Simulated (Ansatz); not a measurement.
Steps of a relaxation of `N[SiH2]S[SiH](N)Cl` with RKS PBE0-D4/def2-TZVP.

```sh
$ ansatz run in.yaml --threads 2 --pin off --events-out ev --progress --plain --max-ram 22528MiB --backend cuda --devices 0, --max-vram 18GiB
```

```yaml
crystal:
  periodic: [false, false, false]
  atoms:
    - {symbol: N, position_ang: [-0.605290, 1.451240, -1.027210]}
    - {symbol: Si, position_ang: [-1.130290, -0.091450, -1.554350]}
    - {symbol: S, position_ang: [0.475680, -1.462030, -1.060210]}
    - {symbol: Si, position_ang: [0.730970, -1.203750, 1.038870]}
    - {symbol: N, position_ang: [1.285110, 0.410760, 1.303160]}
    - {symbol: Cl, position_ang: [-0.980040, -1.304540, 2.108570]}
    - {symbol: H, position_ang: [-1.187960, 2.258520, -1.172320]}
    - {symbol: H, position_ang: [-0.094060, 1.521810, -0.158360]}
    - {symbol: H, position_ang: [-1.176240, -0.119510, -3.005400]}
    - {symbol: H, position_ang: [-2.337420, -0.637070, -0.933940]}
    - {symbol: H, position_ang: [1.596520, -2.300390, 1.436120]}
    - {symbol: H, position_ang: [2.086610, 0.719390, 0.776350]}
    - {symbol: H, position_ang: [1.336400, 0.757010, 2.248700]}
basis:
  gaussian: {orbitals: def2-TZVP}
hamiltonian: {xc: pbe0, dispersion: d4}
relax: {f_tol: 0.005, max_steps: 150}
```

Positions (Å) and forces (eV/Å) along the path, 11 of 33 steps:

```xyz
13
step=1 energy=-42197.0958 eV
N    -0.605    1.451   -1.027   -0.208    0.082   -0.102
Si   -1.130   -0.091   -1.554    1.126    0.145    0.800
S     0.476   -1.462   -1.060   -0.041   -0.108    0.155
Si    0.731   -1.204    1.039    0.042    0.845   -0.983
N     1.285    0.411    1.303    0.023   -0.227    0.047
Cl   -0.980   -1.305    2.109   -0.511   -0.145    0.368
H    -1.188    2.259   -1.172   -0.063    0.096   -0.059
H    -0.094    1.522   -0.158   -0.013   -0.150    0.079
H    -1.176   -0.120   -3.005   -0.242   -0.069   -0.575
H    -2.337   -0.637   -0.934   -0.460   -0.087    0.043
H     1.597   -2.300    1.436    0.301   -0.364    0.243
H     2.087    0.719    0.776    0.093   -0.009   -0.112
H     1.336    0.757    2.249   -0.048   -0.007    0.095
13
step=4 energy=-42197.1676 eV rejected
N    -0.580    1.490   -1.053    0.071   -0.132   -0.028
Si   -1.071   -0.074   -1.511   -0.011   -0.325   -0.200
S     0.494   -1.487   -1.056   -0.036    0.049   -0.044
Si    0.730   -1.183    1.016   -0.068   -0.274   -0.075
N     1.285    0.407    1.307   -0.128    0.018    0.043
Cl   -1.007   -1.374    2.096   -0.005    0.039    0.012
H    -1.186    2.260   -1.270   -0.062    0.224    0.027
H    -0.179    1.551   -0.130    0.073    0.205    0.225
H    -1.213   -0.131   -2.985   -0.033   -0.024   -0.038
H    -2.323   -0.595   -0.901    0.006    0.024    0.038
H     1.611   -2.281    1.469    0.022   -0.019    0.034
H     2.062    0.720    0.751    0.153    0.106   -0.091
H     1.376    0.697    2.267    0.018    0.109    0.097
13
step=5 energy=-42197.1788 eV
N    -0.596    1.473   -1.016   -0.007   -0.022    0.005
Si   -1.069   -0.091   -1.521   -0.003    0.017    0.000
S     0.501   -1.494   -1.069    0.001   -0.005   -0.005
Si    0.729   -1.188    1.005    0.012    0.016   -0.001
N     1.298    0.408    1.289    0.015   -0.041   -0.005
Cl   -1.016   -1.322    2.082   -0.005   -0.001   -0.004
H    -1.188    2.262   -1.225    0.012   -0.002   -0.003
H    -0.171    1.549   -0.100   -0.007    0.009   -0.009
H    -1.208   -0.129   -2.998   -0.002    0.005    0.008
H    -2.322   -0.622   -0.920    0.011    0.000    0.006
H     1.592   -2.293    1.479   -0.003    0.007    0.005
H     2.094    0.716    0.750   -0.019    0.007   -0.003
H     1.358    0.730    2.244   -0.005    0.009    0.006
13
step=7 energy=-42197.1802 eV
N    -0.581    1.476   -1.015   -0.013    0.046    0.029
Si   -1.063   -0.087   -1.507   -0.006   -0.044   -0.014
S     0.504   -1.501   -1.069    0.007   -0.002   -0.019
Si    0.732   -1.198    1.005   -0.022   -0.028    0.009
N     1.284    0.399    1.290    0.038    0.032    0.000
Cl   -1.016   -1.355    2.077    0.003   -0.001    0.005
H    -1.142    2.273   -1.276    0.036   -0.030    0.015
H    -0.202    1.563   -0.080   -0.016    0.025   -0.036
H    -1.216   -0.122   -2.982   -0.005    0.006    0.000
H    -2.307   -0.616   -0.889    0.002    0.003    0.002
H     1.602   -2.295    1.485    0.002   -0.002   -0.006
H     2.045    0.740    0.718   -0.037   -0.013    0.041
H     1.361    0.722    2.243    0.010    0.009   -0.025
13
step=15 energy=-42197.1876 eV
N    -0.482    1.546   -1.137   -0.100    0.104    0.010
Si   -1.049   -0.046   -1.414    0.012    0.057   -0.020
S     0.492   -1.520   -1.079   -0.042    0.025   -0.008
Si    0.755   -1.287    1.000    0.040    0.049    0.037
N     1.117    0.358    1.338    0.037   -0.042   -0.059
Cl   -0.908   -1.713    2.135    0.042    0.009   -0.025
H    -0.847    2.317   -1.683    0.091   -0.197    0.128
H    -0.261    1.808   -0.186   -0.026    0.001   -0.123
H    -1.385   -0.156   -2.855   -0.002   -0.009    0.022
H    -2.211   -0.465   -0.585    0.052    0.029   -0.021
H     1.775   -2.290    1.388   -0.029    0.019    0.002
H     1.833    0.798    0.775   -0.074   -0.051    0.063
H     1.171    0.652    2.302    0.000    0.006   -0.006
13
step=19 energy=-42197.2025 eV
N    -0.482    1.605   -1.197   -0.026    0.451   -0.405
Si   -1.031    0.006   -1.306   -0.076   -0.213    0.318
S     0.487   -1.518   -1.107    0.055   -0.039   -0.038
Si    0.782   -1.352    0.973    0.069   -0.266   -0.165
N     0.959    0.297    1.360    0.035    0.277    0.201
Cl   -0.800   -2.004    2.101   -0.077   -0.041    0.105
H    -0.516    2.223   -1.995    0.058   -0.141    0.169
H    -0.267    2.079   -0.339   -0.027   -0.099    0.093
H    -1.542   -0.193   -2.677   -0.053    0.022   -0.085
H    -2.050   -0.312   -0.269    0.057    0.048   -0.114
H     1.904   -2.266    1.301   -0.027    0.057    0.013
H     1.623    0.842    0.832    0.044   -0.002   -0.078
H     0.930    0.594    2.324   -0.033   -0.054   -0.013
13
step=20 energy=-42197.2118 eV
N    -0.496    1.638   -1.250   -0.040    0.007   -0.006
Si   -1.026    0.020   -1.297   -0.054    0.014   -0.046
S     0.488   -1.514   -1.100    0.003    0.072   -0.010
Si    0.786   -1.373    0.981    0.008    0.035    0.054
N     0.945    0.278    1.411   -0.038   -0.076   -0.121
Cl   -0.782   -2.066    2.118    0.026   -0.029    0.002
H    -0.462    2.217   -2.071    0.047   -0.054    0.068
H    -0.316    2.131   -0.393   -0.007   -0.015   -0.008
H    -1.565   -0.197   -2.661    0.009   -0.032    0.006
H    -2.034   -0.265   -0.251    0.022    0.042    0.010
H     1.929   -2.262    1.292   -0.024   -0.006    0.017
H     1.543    0.852    0.839    0.082    0.035   -0.028
H     0.989    0.541    2.382   -0.033    0.009    0.063
13
step=24 energy=-42197.2294 eV rejected
N    -0.649    1.673   -1.269    0.541    0.594   -0.254
Si   -1.094    0.030   -1.290   -0.050   -0.134   -0.114
S     0.482   -1.454   -1.143    0.012   -0.013   -0.061
Si    0.806   -1.337    0.933   -0.063    0.031    0.004
N     0.931    0.311    1.400    0.130    0.118    0.040
Cl   -0.750   -2.065    2.069    0.082   -0.004   -0.020
H    -0.222    2.119   -2.088   -0.337   -0.404    0.561
H    -0.230    2.025   -0.413   -0.173   -0.097   -0.243
H    -1.696   -0.258   -2.616    0.008    0.013    0.043
H    -2.024   -0.235   -0.172   -0.019    0.027    0.008
H     1.979   -2.198    1.204   -0.018   -0.022    0.049
H     1.700    0.849    1.015   -0.165   -0.100    0.105
H     0.767    0.541    2.371    0.050   -0.010   -0.120
13
step=27 energy=-42197.2414 eV rejected
N    -0.646    1.669   -1.252    0.023    0.010    0.020
Si   -1.089    0.023   -1.297   -0.029   -0.033   -0.053
S     0.494   -1.454   -1.144   -0.007    0.015   -0.002
Si    0.802   -1.335    0.937   -0.031   -0.003   -0.003
N     0.944    0.310    1.398   -0.007   -0.003   -0.015
Cl   -0.766   -2.043    2.061    0.010   -0.037    0.024
H    -0.192    2.099   -2.042    0.000   -0.003    0.007
H    -0.308    2.040   -0.377   -0.014    0.017   -0.015
H    -1.663   -0.259   -2.633    0.003    0.012   -0.009
H    -2.046   -0.241   -0.204    0.006    0.000    0.016
H     1.950   -2.219    1.238    0.008   -0.013    0.011
H     1.641    0.872    0.936    0.051    0.014   -0.015
H     0.878    0.538    2.378   -0.014    0.023    0.033
13
step=28 energy=-42197.2428 eV
N    -0.651    1.669   -1.256   -0.010   -0.002    0.002
Si   -1.096    0.023   -1.306    0.008   -0.001   -0.005
S     0.489   -1.451   -1.143   -0.007   -0.016   -0.001
Si    0.802   -1.334    0.938    0.001    0.012   -0.004
N     0.955    0.312    1.396   -0.016   -0.005    0.025
Cl   -0.756   -2.051    2.074    0.005    0.009   -0.001
H    -0.189    2.100   -2.040    0.002   -0.001   -0.003
H    -0.327    2.043   -0.378    0.007    0.009    0.003
H    -1.668   -0.255   -2.643    0.005   -0.003    0.000
H    -2.051   -0.240   -0.209   -0.002    0.002    0.000
H     1.950   -2.221    1.238    0.006   -0.002   -0.013
H     1.682    0.857    0.957   -0.003   -0.005   -0.002
H     0.858    0.548    2.372    0.005    0.003   -0.001
13
step=33 energy=-42197.2432 eV
N    -0.642    1.671   -1.263    0.000    0.000    0.000
Si   -1.097    0.027   -1.304    0.000   -0.001    0.000
S     0.475   -1.459   -1.139   -0.001    0.000    0.001
Si    0.804   -1.336    0.939    0.001    0.001   -0.002
N     0.943    0.309    1.403    0.000    0.000    0.000
Cl   -0.737   -2.068    2.086   -0.001    0.000    0.001
H    -0.177    2.093   -2.050    0.000    0.000   -0.001
H    -0.319    2.052   -0.388    0.000    0.000    0.000
H    -1.670   -0.254   -2.641    0.000    0.000    0.000
H    -2.055   -0.224   -0.206    0.000    0.000    0.000
H     1.964   -2.212    1.222    0.001    0.000    0.000
H     1.664    0.861    0.963    0.000    0.000    0.000
H     0.847    0.541    2.380    0.000    0.000    0.000
```

It took 81 s on 2 threads of an AMD EPYC 7R13 on a shared host and a share of an NVIDIA H100 80 GB, with 0.94 GiB of host memory at the peak.
